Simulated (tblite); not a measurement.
Species: C4H5Cl3Si.
Atom-mapped SMILES: `[CH:1]#[C:2][Si@@H:3]([CH2:4][Cl:5])[CH:6]([Cl:7])[Cl:8]` (hydrogens: H9 on C1; H10 on Si3; H11, H12 on C4; H13 on C6)

Computed with GFN2-xTB (tblite), gas phase: L-BFGS steps from a force-field or distance-geometry start until the largest atomic force falls under 0.01 eV/Å.

At the end of the run (lengths in Å): Si3–C6 1.928, C2–Si3 1.845, Si3–H10 1.461, C4–H12 1.087, C4–H11 1.086, Si3–C4 1.909, C6–Cl8 1.779, C4–Si3–C6 106.6°, C2–Si3–C6 106.8°, Si3–C6–Cl8 109.4°, Si3–C4–Cl5 107.9°, C2–Si3–C4–Cl5 180°, C2–Si3–C6–Cl7 66°, H11–C4–Si3–C2 -63°, H13–C6–Si3–C2 -174°.

Question: These geometries were met on the way; a selection of coordinates is given. Order them by energy above the end point, lowest first.
A. Si3–C6 1.927, C2–Si3 1.846, Si3–H10 1.454, C4–H12 1.092, C4–H11 1.088, Si3–C4 1.911, C6–Cl8 1.782, C4–Si3–C6 107.2°, C2–Si3–C6 104.8°, Si3–C6–Cl8 110.3°, Si3–C4–Cl5 109.2°, C2–Si3–C4–Cl5 -156°, C2–Si3–C6–Cl7 51°, H11–C4–Si3–C2 -39°, H13–C6–Si3–C2 171°
B. Si3–C6 1.932, C2–Si3 1.833, Si3–H10 1.455, C4–H12 1.087, C4–H11 1.083, Si3–C4 1.893, C6–Cl8 1.786, C4–Si3–C6 109.2°, C2–Si3–C6 108.7°, Si3–C6–Cl8 113.5°, Si3–C4–Cl5 106.4°, C2–Si3–C4–Cl5 -140°, C2–Si3–C6–Cl7 29°, H11–C4–Si3–C2 -23°, H13–C6–Si3–C2 146°
C. Si3–C6 1.868, C2–Si3 1.805, Si3–H10 1.495, C4–H12 1.118, C4–H11 1.112, Si3–C4 1.887, C6–Cl8 1.757, C4–Si3–C6 112.2°, C2–Si3–C6 112.1°, Si3–C6–Cl8 111.3°, Si3–C4–Cl5 106.4°, C2–Si3–C4–Cl5 -136°, C2–Si3–C6–Cl7 26°, H11–C4–Si3–C2 -19°, H13–C6–Si3–C2 143°
D. Si3–C6 1.935, C2–Si3 1.847, Si3–H10 1.456, C4–H12 1.088, C4–H11 1.089, Si3–C4 1.909, C6–Cl8 1.775, C4–Si3–C6 108.4°, C2–Si3–C6 107.3°, Si3–C6–Cl8 110.8°, Si3–C4–Cl5 111.4°, C2–Si3–C4–Cl5 -149°, C2–Si3–C6–Cl7 42°, H11–C4–Si3–C2 -29°, H13–C6–Si3–C2 160°
E. Si3–C6 1.915, C2–Si3 1.841, Si3–H10 1.444, C4–H12 1.083, C4–H11 1.084, Si3–C4 1.892, C6–Cl8 1.770, C4–Si3–C6 110.9°, C2–Si3–C6 110.2°, Si3–C6–Cl8 111.4°, Si3–C4–Cl5 104.7°, C2–Si3–C4–Cl5 -138°, C2–Si3–C6–Cl7 27°, H11–C4–Si3–C2 -23°, H13–C6–Si3–C2 145°

Answer: A (0.042 eV), D (0.074 eV), B (0.125 eV), E (0.202 eV), C (0.336 eV).

```tsv
step	E above end (eV)	rms distance from the end, all atoms (Å)	largest force (eV/Å)	rms shift of all bonds from the end (Å)
38	0.042	0.295	0.192	0.005
30	0.074	0.431	0.161	0.003
5	0.125	0.571	0.318	0.008
2	0.202	0.577	0.496	0.010
0	0.336	0.580	2.729	0.028
```

Rows stand in the order of the answer.
